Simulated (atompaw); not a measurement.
## What one change does to a pseudopotential (Cr (Z = 24), PAW (atompaw))

```
Element                 : chromium
Generator               : atompaw 4.2.0.5
Type                    : PAW
Functional              : PBE
Relativity              : scalar-relativistic
Frozen core             : [Ar]
Valence charge          : 6
Reference configuration : 3d5.5 4s0.5 4p0
Partial waves           : 4s (bound): rc 3.00 bohr; 4s channel at 0.05 Ry: rc 2.70 bohr; 4p (bound, empty): rc 3.00 bohr; 4p channel at 1.25 Ry: rc 3.00 bohr; 3d (bound): rc 2.00 bohr; 3d channel at 2.35 Ry: rc 2.00 bohr
Local potential         : troulliermartins scheme with l = 3 at -0.5 Ry, radius 2.30 bohr
Core correction         : smooth core density matched at 3.00 bohr
Augmentation charge     : besselshape compensation charge, radius 2.85 bohr; PAW radius 3.00 bohr; waves and projectors: custom polynom vanderbiltortho
```

All-electron outer shells of the reference configuration (PBE, scalar-relativistic, ld1.x):

| shell | level (eV) | outermost node (bohr) | outermost maximum (bohr) |
| --- | --- | --- | --- |
| 3s | -72.67 | 0.36 | 0.78 |
| 3p | -44.17 | 0.33 | 0.80 |
| 4s | -3.71 | 1.12 | 2.81 |
| 3d | -1.94 | – | 0.85 |
| 4p | -0.87 | 1.26 | 4.15 |

Change: local potential bessel scheme, radius 2.30 bohr.

Cutoffs: the cutoffs (Ry, on a coarse ladder) from which the occupation-weighted sum of valence levels, in a spherical-Bessel basis at the reference potential, stays within 10 and 1 mRy of its value at 400 Ry; they do not see the model core or the augmentation charge, which bear on the density cutoff.

Problem. What does the change do?

Solution. The potential gets neither clearly harder nor softer (25 Ry and 40 Ry → 25 Ry and 40 Ry); the range in which the s phases agree widens (upper end 1.4 → at the end of the scan); neither file shows a bound ghost.

```csv
quantity,base,changed
"cutoff, loose",25 Ry,25 Ry
"cutoff, tight",40 Ry,40 Ry
loose cutoff by channel (10 mRy a level),"s 6 Ry, d 21 Ry","s 6 Ry, d 18 Ry"
bound ghosts,none,none
s: phases at 3.01 bohr within 0.05 rad from the reference energy up to (Ry; the scan ends near 5),1.4,to the end of the scan
p: phases at 3.01 bohr within 0.05 rad from the reference energy up to (Ry; the scan ends near 5),3.5,3.2
d: phases at 3.01 bohr within 0.05 rad from the reference energy up to (Ry; the scan ends near 5),4.9,4.8
lowest overlap eigenvalue by channel,"s 0.39, p 0.39, d 0.96","s 0.19, p 0.47, d 0.97"
```

 The cutoffs see the waves, projectors and local potential, not the compensation charge or the core.
